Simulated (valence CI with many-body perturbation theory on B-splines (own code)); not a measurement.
## Run record, Br XV

Calculated by configuration interaction combined with many-body perturbation theory (CI+MBPT): three valence electrons over a frozen Dirac-Fock core [Ar], radial functions for each j: 7 s, 7 p, 8 d, 6 f, 4 g, 1 h, with the one-electron correlation potential Σ1 (screened to all orders), the two-electron term Σ2, the three-electron term Σ3, Breit, model QED; selected single and double excitations, second order for the rest, scaled by the run's own slope (own B-spline code, finite nucleus).

Command, and the settings that its task file holds:

```sh
python run_cv.py task.json out
```

```
atom Br  Z=35  mass_number=79  rms_radius_fm=4.1629
core [Ar]
valence 3d3
avg = 1
basis = M
beyond = 1
breit = 1
cap = 32000
capref = 2200
cscale = 1
de = 0.0
dress = 0
eps = 2e-08
extrap = 1
h = 0.27
hh = 1
l2 = 3
lcore = 6
maxit = 60
n2 = 5
natural = 1
nlev = 190
nno = [4, 4, 5, 4, 3, 1]
nroot = 40
nsp = [3, 3, 3, 2, 1, 0]
pt2 = 1
qed = 1
rpa = 1
s1 = 1
s2 = 1
s3 = 1
screen = 1
tol = 2e-05
whole = 1
```

(1) Roughly how long does this run take on one core of Intel(R) Xeon(R) Processor @ 2.30GHz, and how much memory?

Log. The first blocks belong to the next ion, which gives the ionisation energy. Fields: 2J, parity (1 odd), roots, reference size, generating configurations, candidates as configurations/state functions, variational space P, stored matrix elements, Davidson steps; e2 is the range of second-order energies in hartree. The first line gives the box (bohr), its intervals, the orbitals and the steps of their self-consistent field. Window is the range of levels sought, series limit the energy at which the first omitted orbital would enter, core excitation an estimate of the first excitation out of the core, left out the lowest levels not solved, and shifts from estimates the range by which levels moved from their first estimate, all in cm⁻¹.

```
rmax 7.6 intervals 61 orbitals 59 references ['3d3', '3d2 4s', '3d2 4p'] scf 4 t 1.1
2J=4 par=0 roots 2 ref 48 generators 3 cand 549/549 P 597/597 nnz 0 it 0
2J=4 par=0 roots 2 ref 48 generators 6 cand 65/65 P 662/662 nnz 0 it 0
   second order: generators 10 cand 20/20 e2 -0.00000 -0.00000
2J=6 par=0 roots 2 ref 38 generators 4 cand 533/533 P 571/571 nnz 0 it 0
2J=6 par=0 roots 2 ref 38 generators 10 cand 29/29 P 600/600 nnz 0 it 0
   second order: generators 19 cand 47/47 e2 -0.00000 -0.00000
2J=8 par=0 roots 2 ref 30 generators 2 cand 448/448 P 478/478 nnz 0 it 0
2J=8 par=0 roots 2 ref 30 generators 5 cand 71/71 P 549/549 nnz 0 it 0
   second order: generators 8 cand 23/23 e2 -0.00000 -0.00000
reference levels 769, estimated 34, window 1140680 1/cm; series limit 3119022, core excitation 771301
2J=3 par=0 roots 6 ref 71 generators 7 cand 739/1719 P 1824/4283 nnz 4e+06 it 6
2J=3 par=0 roots 6 ref 71 generators 9 cand 305/622 P 2129/4905 nnz 4.9e+06 it 5
   second order: generators 17 cand 5617/13314 e2 -0.00002 -0.00000
2J=5 par=0 roots 6 ref 79 generators 6 cand 915/2441 P 1835/5017 nnz 5.6e+06 it 5
2J=5 par=0 roots 6 ref 79 generators 7 cand 353/803 P 2188/5820 nnz 7.1e+06 it 4
   second order: generators 15 cand 3309/8861 e2 -0.00001 -0.00000
2J=7 par=0 roots 4 ref 66 generators 4 cand 785/2191 P 1717/4752 nnz 5.2e+06 it 4
2J=7 par=0 roots 4 ref 66 generators 6 cand 298/784 P 2015/5536 nnz 6.7e+06 it 6
   second order: generators 7 cand 1860/5181 e2 -0.00001 -0.00000
2J=9 par=0 roots 4 ref 49 generators 5 cand 561/1506 P 1603/4036 nnz 3.8e+06 it 5
2J=9 par=0 roots 4 ref 49 generators 6 cand 245/626 P 1848/4662 nnz 4.9e+06 it 4
   second order: generators 13 cand 3656/10638 e2 -0.00001 -0.00000
2J=1 par=0 roots 3 ref 43 generators 5 cand 150/234 P 1588/2496 nnz 0 it 3
2J=1 par=0 roots 3 ref 43 generators 6 cand 187/296 P 1775/2792 nnz 1.6e+06 it 4
   second order: generators 13 cand 2700/4248 e2 -0.00001 -0.00000
2J=11 par=0 roots 1 ref 25 generators 1 cand 165/473 P 902/2279 nnz 0 it 3
2J=11 par=0 roots 1 ref 25 generators 1 cand 173/455 P 1075/2734 nnz 2.1e+06 it 4
   second order: generators 1 cand 191/418 e2 -0.00000 -0.00000
left out: unestimated 1666265, estimated 1540247, shifts from estimates -2 to 24
operators 1.9
```

The Davidson iterations converged.

No measured levels were compared; by estimate terms of the open shell hold to 2 to 4 % of their energy, and close levels can change places. The list stops below the first excitations out of the core. Only levels of the ground parity were solved; by the run's estimate the other parity begins above the list, which can be wrong where configurations are misplaced.

```yaml
Valence_energy: -58.47819 hartree
Ionisation_energy: "482.26 eV (NIST: 481 ± 3 eV (theoretical))"
Reference_configurations_for_the_orbitals: 3d3, 3d2 4s, 3d2 4p
Radial_orbitals: 59
Box_radius: 7.641 bohr
Largest_variational_space: 5820
Lowest_levels: 3d3 4F_3/2 0.0, 3d3 4F_5/2 4858, 3d3 4F_7/2 10454, 3d3 4F_9/2 16246, 3d3 4P_3/2 40629, 3d3 4P_1/2 41473, 3d3 2G_7/2 46968, 3d3 4P_5/2 49104, 3d3 2G_9/2 49949, 3d3 2D_3/2 [a] 58121, 3d3 2P_1/2 61503, 3d3 2H_9/2 67045, 3d3 2H_11/2 67132, 3d3 2D_5/2 [a] 69665 cm⁻¹
```

Names give the largest LS component (configuration and term), which can be under half, so a name can repeat, a term be missing and a line seem to break the LS rules; names also repeat where a configuration has a term twice. Letters in brackets count levels of one name in rising energy.

Answers

(1) 25 s on 1 thread of Intel(R) Xeon(R) Processor @ 2.30GHz (shared host), peak memory 0.41 GiB.
